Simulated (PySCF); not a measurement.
Input of a response calculation (the driver script's job line, then coordinates in Å):

```
{"job": {"kind": "uv", "xc": "PBE0", "basis": "def2-SVPD", "nstates": 8, "ntriplets": 3}, "charge": 0, "multiplicity": 1}
C      3.548765     0.306497     0.143180
C      2.560423    -0.358285    -0.017088
B      1.301861    -1.242353    -0.228781
N      0.016996    -0.426537     0.159260
C      0.032379     0.902648     0.206736
C     -1.098573     1.644879     0.490675
C     -2.293495     0.987863     0.739529
C     -2.300227    -0.399918     0.687112
C     -1.126971    -1.064600     0.396268
H      4.421799     0.877436     0.287427
H      1.147018    -1.511375    -1.388528
H      1.314704    -2.227576     0.448759
H      0.989562     1.364889     0.010523
H     -1.040369     2.721243     0.517073
H     -3.193039     1.537946     0.967901
H     -3.203469    -0.958483     0.873854
H     -1.084361    -2.142243     0.345652
```

Its output, with some lines taken out ([cut]):

```
coarse grid: 14712 points
cycle   1  E = -350.3235117331  dE =  1.484e+00  |g| = 4.495e-01  |ddm| = 1.515e+01
cycle   2  E = -350.3105284481  dE =  1.298e-02  |g| = 5.145e-01  |ddm| = 3.320e+00
cycle   3  E = -350.3815688274  dE = -7.104e-02  |g| = 1.659e-01  |ddm| = 1.260e+00
cycle   4  E = -350.3881439764  dE = -6.575e-03  |g| = 4.080e-02  |ddm| = 3.289e-01
cycle   5  E = -350.3884169372  dE = -2.730e-04  |g| = 2.406e-02  |ddm| = 1.347e-01
cycle   6  E = -350.3885761121  dE = -1.592e-04  |g| = 5.650e-03  |ddm| = 7.657e-02
cycle   7  E = -350.3885838542  dE = -7.742e-06  |g| = 1.120e-03  |ddm| = 1.814e-02
final grid: 143632 points
cycle   8  E = -350.4390639487  dE = -4.777e-05  |g| = 7.049e-03  |ddm| = 2.994e-01
cycle   9  E = -350.4390579782  dE =  5.970e-06  |g| = 8.957e-03  |ddm| = 5.354e-02
cycle  10  E = -350.4390764832  dE = -1.850e-05  |g| = 2.269e-03  |ddm| = 2.685e-02
cycle  11  E = -350.4390776986  dE = -1.215e-06  |g| = 5.134e-04  |ddm| = 5.430e-03
cycle  12  E = -350.4390777622  dE = -6.365e-08  |g| = 1.780e-04  |ddm| = 1.525e-03
cycle  13  E = -350.4390777691  dE = -6.861e-09  |g| = 5.559e-05  |ddm| = 5.592e-04
cycle  14  E = -350.4390777697  dE = -6.572e-10  |g| = 2.298e-05  |ddm| = 2.054e-04
converged SCF energy = -350.4390777697

Static polarisability (au): isotropic 102.495, principal 65.071 106.203 136.209

Singlet excitations
state   eV       nm        f      main configurations
  1   3.6853    336.4   0.04623   H->L 0.99
  2   4.1650    297.7   0.00100   H-1->L 0.99
[cut]
  4   4.8513    255.6   0.00447   H-1->L+1 0.99
[cut]
  6   5.4985    225.5   0.02432   H-3->L 0.57, H-2->L+1 0.32
  7   5.9947    206.8   0.00364   H-4->L 0.65, H->L+2 0.15, H->L+5 0.11
[cut]

[cut]
```

Computed with PySCF 2.14.0, density-fitted response routines, TDDFT PBE0/def2-SVPD, vertical, gas phase, core orbitals frozen in the response. One conformer (not necessarily the lowest) at the GFN2-xTB geometry, without solvent, vibrations or thermal averaging.

Problem. Restore the lines that were cut, in order.

Solution. 
```
  3   4.2934    288.8   0.00935   H->L+1 0.98
  5   5.4548    227.3   0.10518   H-2->L 0.90
  8   6.0198    206.0   0.00621   H->L+2 0.39, H-4->L 0.31, H->L+5 0.18
Triplet excitations (Tamm-Dancoff, eV): 3.3800 4.1029 4.1405
```

Problem. Give the energy of state 3 in hartree, cm⁻¹ and kJ/mol.

Solution. 0.15778 hartree, 34629 cm⁻¹, 414.2 kJ/mol.

Problem. What is the total energy of state 3 at this geometry?

Solution. -350.43908 + 0.15778 = -350.28130 hartree.

Problem. How many basis functions and electrons does this run hold?

Solution. 244 basis functions for 62 electrons in 31 doubly occupied orbitals.

Problem. Which species is it?

Solution. `c1[n+]([BH2-]C#C)cccc1` (C7H8BN), point group C1.

The SCF starts on a coarse grid; the energy jumps when the final grid takes over, and dE counts afresh there. H and L stand for HOMO and LUMO.

Shape of the structure used: `[CH:1]#[C:2][BH2-:3][n+:4]1[cH:5][cH:6][cH:7][cH:8][cH:9]1`: C2–B3–N4–C5 20°.
